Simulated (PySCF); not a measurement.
BiBr₂, SMILES [Br][Bi][Br], multiplicity 2.

Geometry: B3LYP-D3(BJ)/def2-SVP. The spin state was assumed, not searched. The isomer is the one that the SMILES or the coordinates give; other isomers of the formula were not compared. The def2 effective core potentials stand for the cores of Bi; spin–orbit coupling is left out.

Two levels are set side by side: PBE/def2-TZVPD (PySCF) and CAM-B3LYP/def2-TZVPD (PySCF). Same geometry, gas phase. Differences are taken from unrounded values.

| quantity | CAM-B3LYP |
|---|---|
| α-spin orbital gap (eV) | 5.74 |
| β-spin orbital gap (eV) | 6.82 |
| dipole moment (D) | 3.64 |
| mean polarisability (bohr³) | 94.9 |

Problem. What does PBE give, and how far is it from CAM-B3LYP? (The exact figures need the calculation; the answer reports its results.)

Solution. 
```tsv
quantity	PBE	PBE minus CAM-B3LYP
α-spin orbital gap (eV)	1.86	-3.88
β-spin orbital gap (eV)	2.85	-3.97
dipole moment (D)	3.15	-0.49
mean polarisability (bohr³)	99.9	5.0
```

PBE's more diffuse valence density responds more strongly to a field. Differences between two approximate levels are no errors against the true value.

Rough cost on one machine, each run with all the roots and properties that it gave: CAM-B3LYP against PBE within a factor of 2.
